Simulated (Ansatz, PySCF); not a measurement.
This singlet lies 2.53 eV below the relaxed triplet at the level frozen-core CCSD(T)/cc-pVTZ // B3LYP-D3(BJ)/def2-TZVP (Ansatz, a first-principles code).

B3LYP has the VWN-RPA correlation part, as in Gaussian. 

**HFGeS, SMILES `[F][Ge][SH]` (lower singlet; F–Ge–S–H torsion 0°) (charge 0, multiplicity 1)**

All values below come from B3LYP-D3(BJ)/def2-TZVP in PySCF.

- HOMO = -7.52 eV
- dipole moment = 0.255 e·Å
- HOMO–LUMO gap = 4.79 eV
- LUMO = -2.74 eV
- total energy = -70092.09 eV
- cost = roughly 21 core-seconds

```xyz
4

F      1.4273    -0.8162    -0.0558
Ge     0.9925     0.9057    -0.0268
S     -1.2542     0.6265     0.0484
H     -1.1656    -0.7160     0.0343
```
Charge 0, spin multiplicity 1.
